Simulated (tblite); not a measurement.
Species: C₂H₈B₂.
SMILES with atom numbers: `[BH2:1][CH2:2][BH:3][CH3:4]` (hydrogens: H5, H6 on B1; H7, H8 on C2; H9 on B3; H10, H11, H12 on C4)

Computed with GFN2-xTB (tblite), gas phase: Langevin dynamics at 400 K from the optimised GFN2-xTB geometry, time step 0.5 fs, friction 0.01 fs⁻¹, 2000 steps. The instantaneous temperature is 2·E(kin)/(3Nk) with all 3N coordinates.

| t (fs) | T (K) | E(pot) above start (eV) | B1–C2 (Å) | C2–B3 (Å) | B3–C4 (Å) | B1–H5 (Å) | B1–C2–B3–C4 (°) |
| --- | --- | --- | --- | --- | --- | --- | --- |
| 0 | 349 | 0.000 | 1.565 | 1.577 | 1.572 | 1.171 | -93 |
| 50 | 396 | 0.211 | 1.573 | 1.540 | 1.568 | 1.178 | -123 |
| 100 | 329 | 0.288 | 1.511 | 1.589 | 1.546 | 1.185 | -133 |
| 150 | 274 | 0.450 | 1.548 | 1.534 | 1.601 | 1.204 | -120 |
| 200 | 323 | 0.327 | 1.558 | 1.581 | 1.587 | 1.209 | -99 |
| 250 | 454 | 0.533 | 1.600 | 1.557 | 1.635 | 1.225 | -86 |
| 300 | 311 | 0.588 | 1.572 | 1.704 | 1.536 | 1.190 | -92 |
| 350 | 450 | 0.424 | 1.590 | 1.582 | 1.557 | 1.217 | -85 |
| 400 | 294 | 0.678 | 1.489 | 1.587 | 1.528 | 1.178 | -101 |
| 450 | 377 | 0.683 | 1.581 | 1.516 | 1.536 | 1.227 | -105 |
| 500 | 366 | 0.355 | 1.574 | 1.558 | 1.555 | 1.250 | -117 |
| 550 | 264 | 0.502 | 1.576 | 1.599 | 1.574 | 1.200 | -128 |
| 600 | 337 | 0.479 | 1.581 | 1.603 | 1.469 | 1.207 | -95 |
| 650 | 399 | 0.477 | 1.544 | 1.527 | 1.576 | 1.121 | -85 |
| 700 | 416 | 0.623 | 1.519 | 1.567 | 1.597 | 1.091 | -63 |
| 750 | 383 | 0.469 | 1.631 | 1.561 | 1.625 | 1.094 | -63 |
| 800 | 232 | 0.650 | 1.540 | 1.681 | 1.542 | 1.278 | -55 |
| 850 | 428 | 0.520 | 1.641 | 1.574 | 1.628 | 1.265 | -107 |
| 900 | 268 | 0.437 | 1.531 | 1.623 | 1.602 | 1.255 | -120 |
| 950 | 410 | 0.452 | 1.582 | 1.561 | 1.574 | 1.193 | -128 |
| 1000 | 490 | 0.493 | 1.548 | 1.617 | 1.575 | 1.181 | -99 |

Q: From 500 fs on, how do temperature and potential energy compare with equipartition?

A: The mean temperature of these 11 frames is 363 K against the target 400 K, and the mean potential energy 0.50 eV against 30 × kT/2 = 0.52 eV for 30 classical harmonic modes. For 12 atoms in a canonical ensemble the temperature itself scatters by T·√(2/(3N)) = 94 K; here its standard deviation is 76 K. The whole run lasts only 10 friction times of 100 fs, so these averages carry a wide statistical error.

Q: What are the kinetic and total energies of the listed frame with the highest potential energy?

A: The one at 450 fs, 0.683 eV above the start. Its kinetic energy is 3NkT/2 = 0.584 eV at 377 K, so the sum is 1.27 eV; over the listed frames the sum runs from 0.54 to 1.27 eV, since the thermostat adds and removes energy.

Q: How much do the listed bonds fluctuate from 500 fs on?

A: 
```
 bond  at the start (Å)  mean (Å)  standard deviation (Å)
B1–C2             1.565     1.570                   0.037
C2–B3             1.577     1.588                   0.040
B3–C4             1.572     1.574                   0.042
B1–H5             1.171     1.194                   0.064
```

The motion is classical and holds no zero-point motion.

The cost below is that of the whole dynamics run. Time: 5.7 s wall; peak memory 0.18 GiB. Hardware: Arm Neoverse V1, one thread (shared host).
